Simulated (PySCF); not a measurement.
`InChI=1S/C5H7BF2/c1-6(2)5(8)3-4-7/h4H,1-2H3`

Molfile (atoms numbered from 1):
```
C5H7BF2
     RDKit          3D

 15 14  0  0  0  0  0  0  0  0999 V2000
   -0.7876    1.2869    0.5321 C   0  0  0  0  0  0  0  0  0  0  0  0
   -0.7272   -0.2000    0.0332 B   0  0  0  0  0  0  0  0  0  0  0  0
   -2.0019   -1.1021   -0.1151 C   0  0  0  0  0  0  0  0  0  0  0  0
    0.6594   -0.8399   -0.3147 C   0  0  0  0  0  0  0  0  0  0  0  0
    0.6709   -2.1584   -0.6692 F   0  0  0  0  0  0  0  0  0  0  0  0
    1.8036   -0.2033   -0.2811 C   0  0  0  0  0  0  0  0  0  0  0  0
    2.8903    0.4993   -0.2017 C   0  0  0  0  0  0  0  0  0  0  0  0
    3.3803    1.2173   -1.2314 F   0  0  0  0  0  0  0  0  0  0  0  0
    0.1032    1.8677    0.3093 H   0  0  0  0  0  0  0  0  0  0  0  0
   -0.9058    1.2914    1.6164 H   0  0  0  0  0  0  0  0  0  0  0  0
   -1.6513    1.8186    0.1392 H   0  0  0  0  0  0  0  0  0  0  0  0
   -2.1487   -1.3661   -1.1634 H   0  0  0  0  0  0  0  0  0  0  0  0
   -1.8756   -2.0534    0.4015 H   0  0  0  0  0  0  0  0  0  0  0  0
   -2.9200   -0.6409    0.2391 H   0  0  0  0  0  0  0  0  0  0  0  0
    3.5061    0.5906    0.6840 H   0  0  0  0  0  0  0  0  0  0  0  0
  1  2  1  0
  2  3  1  0
  2  4  1  0
  4  5  1  0
  4  6  2  0
  6  7  2  0
  7  8  1  0
  1  9  1  0
  1 10  1  0
  1 11  1  0
  3 12  1  0
  3 13  1  0
  3 14  1  0
  7 15  1  0
M  END
```

Method used: TDDFT CAM-B3LYP/def2-SVPD circular dichroism and optical rotation, one conformer, gas phase (PySCF 2.14.0). Geometry: GFN2-xTB.

No stereocentre is labelled: unless the shape is locked (an allene, a helicene, a hindered biaryl), the mirror image is equally populated and a measured rotation or CD is zero.

(1) What is the specific rotation at 633, 589.3, 546, 436, 405, 365, 355 nm?

(2) And for the mirror image at 589.3 nm?

(3) What is the molar rotation [Φ] = [α]·M/100 of the geometry above at 589.3 nm?

Results:

(1) [α] in deg dm⁻¹ (g/mL)⁻¹:
| λ (nm) | origin-invariant length gauge | modified velocity gauge | length gauge (centre of mass) | isotropic polarisability (au) |
| --- | --- | --- | --- | --- |
| 633 | -56.3 | -54.6 | -58.4 | 81.9 |
| 589.3 | -67.0 | -65.0 | -69.5 | 82.4 |
| 546 | -81.2 | -78.7 | -84.1 | 83.0 |
| 436 | -150.8 | -146.0 | -155.3 | 85.4 |
| 405 | -189.4 | -183.6 | -194.7 | 86.6 |
| 365 | -270.4 | -263.3 | -277.0 | 88.7 |
| 355 | -300.2 | -293.0 | -307.3 | 89.4 |

(2) +67.0 deg dm⁻¹ (g/mL)⁻¹ (origin-invariant length gauge): the same size and the opposite sign.

(3) With M = 115.92 g/mol, -77.7 deg cm² dmol⁻¹ (origin-invariant length gauge).

The first excitation lies at 4.59 eV (270 nm) with R = -1.3 × 10⁻⁴⁰ esu² cm² (velocity form).
